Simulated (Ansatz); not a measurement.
Input for Ansatz (a first-principles code): SC-NEVPT2 on CASSCF(10,8)/cc-pV(T+d)Z on PN, a point of a bond scan (R = 1.483 Å). Files ending in .json are basis or fitting sets from the Basis Set Exchange.

Ansatz 0.2 input:
```yaml
crystal:
  periodic: [false, false, false]
  atoms:
    - {symbol: P, position_ang: [-0.00000000, -0.00000000, -0.47178081]}
    - {symbol: N, position_ang: [0.00000000, 0.00000000, 1.01095889]}
basis:
  gaussian:
    orbitals: cc-pV_T+d_Z.json
    pivot_positions_ang: [[-0.00000000, -0.00000000, -0.47178081], [0.00000000, 0.00000000, 1.01095889]]
magnetization: {spin_polarized: false}
correlation: {method: sc_nevpt2, electrons: outside_noble_gas, active_space: {window: {electrons: 10, orbitals: 8}}}
output: {orbitals: {seedname: ./end}}
```

Output:

```
Functional definition: HF
[...]
integrals: 0.01 GiB planned
473 factors; integrals over basis functions are off by at most 2.9e-4 eV
mean field: 0.09 GiB planned
mean field evaluation 1: about -10749.9369 eV, gradient 3.8e1 eV
mean field evaluation 2: about -10749.9377 eV, gradient 3.8e1 eV
mean field evaluation 4: about -10753.3604 eV, gradient 2.4e0 eV
mean field evaluation 8: about -10753.3957 eV, gradient 1.0e-1 eV
mean field -10753.39576560 eV, -395.1800054724 hartree, gradient 1.4e-6 eV, S^2 0.000000; 0 other end points of the search recorded, 0 dependent functions left out; unrestricted orbitals would lower it
reference -10753.39576560 eV, -395.1800054724 hartree; 11, 11 occupied and 58, 58 virtual orbitals, 473 factors
configuration interaction: 0.19 GiB planned
configuration interaction: 0.01 GiB planned
state -10757.06706347 eV, -395.3149231805 hartree
state -10757.06706347 eV, -395.3149231805 hartree; corrected -10762.22388861 eV, -395.5044330090 hartree
Total energy: -10762.22388861 eV, -395.5044330090 hartree
```

The run converged.

Cost: roughly 6 core-seconds.
